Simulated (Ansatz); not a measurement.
Correlation energies of `[SiH3]C[SiH2]P` by basis set

| atom | x (Å) | y (Å) | z (Å) |
| --- | --- | --- | --- |
| Si1 | 0.961 | 1.417 | 1.325 |
| C2 | 0.695 | -0.004 | 0.133 |
| Si3 | -1.086 | -0.233 | -0.399 |
| P4 | -1.454 | -1.932 | -1.837 |
| H5 | 0.528 | 2.696 | 0.702 |
| H6 | 2.395 | 1.537 | 1.702 |
| H7 | 0.165 | 1.203 | 2.563 |
| H8 | 1.045 | -0.931 | 0.600 |
| H9 | 1.310 | 0.159 | -0.758 |
| H10 | -1.576 | 1.007 | -1.061 |
| H11 | -1.938 | -0.487 | 0.795 |
| H12 | -0.679 | -2.857 | -1.086 |
| H13 | -0.366 | -1.575 | -2.680 |

Charge 0, multiplicity 1. All single points use the PBE0-D4/def2-TZVP geometry. It is one conformer, not always the lowest. Frozen core, restricted reference, Ansatz. CBS rows extrapolate triple and quadruple zeta; past MP2 they add the triple-zeta difference.

```
     basis     HF (Eh)  MP2 corr.  CCSD corr.       (T)  CCSD(T) total
  def2-SVP  -961.40013   -0.47270    -0.54847  -0.01573     -961.96433
def2-TZVPP           ?   -0.59339    -0.66640         ?              ?
def2-QZVPP  -961.79964   -0.63509           –         –              –
 CBS(def2)           ?   -0.66597           ?     as TZ              ?
```

Fill in the withheld values. (Estimate.)

Ansatz gave: def2-TZVPP HF (Eh): -961.76976; def2-TZVPP (T): -0.02590; def2-TZVPP CCSD(T) total: -962.46206; CBS(def2) HF (Eh): -961.80375; CBS(def2) CCSD corr.: -0.73898; CBS(def2) CCSD(T) total: -962.56863.
